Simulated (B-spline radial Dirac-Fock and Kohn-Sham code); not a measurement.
**Photoemission from Ca⁺ at 2000 eV, detector at θ = 45°, φ = 0°**

System: Ca⁺, [Ar] 4s1. Model: Dirac-Hartree-Slater photoionisation with a Latter tail; cross sections with all multipoles, angular parameters from the dipole term and its interference with E2. Program: an atomic code on a B-spline grid. Thresholds are orbital energies of the model. For linearly polarised light dσ/dΩ = σ/(4π) [1 + β P₂(cos θ) + (δ + γ cos²θ) sin θ cos φ], with θ from the polarisation vector and φ the angle between the beam and the projection of the electron momentum on the plane normal to the polarisation. The dipole factor is 1 + βP₂ and the non-dipole term is the rest of the bracket. Open shells are filled statistically over j.

Input of the calculation (task.json; shells as n, l, electrons):

```json
{"items": [{
  "Z": 20,
  "q": 1,
  "cfg": [[1, 0, 2], [2, 0, 2], [2, 1, 6], [3, 0, 2], [3, 1, 6], [4, 0, 1]],
  "A": 40,
  "rrms": 3.4776,
  "do": "xps",
  "hv": [88.6, 96.6, 134.0, 216.0, 225.0, 234.0, 272.0, 300, 399.0, 400, 495.0, 523.0, 624.0, 800, 1253.6, 1310.0, 1350.0, 1760.0, 1930.0, 2000, 2060.0, 2410.0, 2984.4, 3700.0, 3800.0, 4000, 4580.0, 5010.0, 9500.0, 15000]
}]}
```

Run with: `python xray2_run.py task.json out`

```csv
subshell,threshold (eV),σ (kb),β,γ,δ,dipole factor,non-dipole term,dσ/dΩ (kb/sr)
2s,440.9,19.2,2.00,0.24,0.000,1.500,+0.086,2.43
2p1/2,365.8,9.58,1.23,0.65,0.053,1.308,+0.268,1.20
2p3/2,362.0,18.5,1.24,0.66,0.053,1.310,+0.269,2.33
3s,59.88,2.56,2.00,0.33,0.000,1.500,+0.117,0.330
3p1/2,40.71,0.997,1.18,0.66,0.052,1.294,+0.269,0.124
3p3/2,40.29,1.93,1.18,0.66,0.052,1.295,+0.270,0.241
4s,11.66,0.117,2.00,0.34,0.000,1.500,+0.120,0.0151
```
